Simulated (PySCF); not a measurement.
What an electron can do to Ge2

CCSD(T) in PySCF with def2-TZVPPD on every atom, for the lowest determinant that a PBE0 search found; no spin–orbit coupling.

```csv
species,state (unpaired electrons),Re (Å),ωe (cm⁻¹),energy of the minimum from the neutral (eV),De (eV),dissociates to
Ge2,triplet (π ↑↑),2.379,297,0.00,2.81,Ge + Ge
Ge₂⁺,"quartet (σ ↑, π ↑↑)",2.400,270,7.57,3.14,Ge⁺ + Ge
```

**Question.** Work out the lowest energy to break Ge2 into atoms, from its vibrational ground state.

**Answer.** D0 = De − ωe/2 = 2.81 − 0.02 = 2.79 eV (CCSD(T)/def2-TZVPPD).

**Question.** Work out the ionisation energy of the Ge atom at this level and the threshold of dissociative ionisation.

**Answer.** IE(Ge) = 7.57 + 3.14 − 2.81 = 7.90 eV, so Ge⁺ + Ge + e⁻ appears at D0 + IE(Ge) = 10.69 eV (CCSD(T)/def2-TZVPPD). The measured IE(Ge) is 7.899 eV (NIST ASD).

These are thermodynamic thresholds; the onsets seen under electron impact lie higher where the geometry changes, and cross-sections peak well above them.

Correlated steps freeze 18 core orbitals. Spin–orbit coupling is left out. States were picked by a PBE0 search and need not be the measured ground states.
